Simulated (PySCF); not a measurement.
C₄H₆Ge, SMILES C#C[C](=C)[GeH3].

Geometry optimised at PBE0-D3(BJ)/def2-SVP. This is a generated structure with no PubChem entry under its InChIKey; it may be hypothetical.

The numbers are results of CAM-B3LYP/def2-TZVP in PySCF, not measurements.

Isolated molecule, no solvent.

Computed frontier levels, gap, dipole moment and polarisability:
```
Property                                                                                                        Result
---------------------------------------------------------------------------------------------  -----------------------
highest occupied level                                                                                        -8.46 eV
lowest empty level                                                                                            -0.08 eV
orbital gap                                                                                                    8.38 eV
dipole moment                                                                                                   0.41 D
quadrupole, principal values (traceless, Buckingham form, about the centre of nuclear charge)   -5.66, -0.47, 6.13 D·Å
mean static polarisability                                                                       78.1 bohr³ (11.57 Å³)
polarisability, principal values                                                               53.1, 78.8, 102.3 bohr³
```
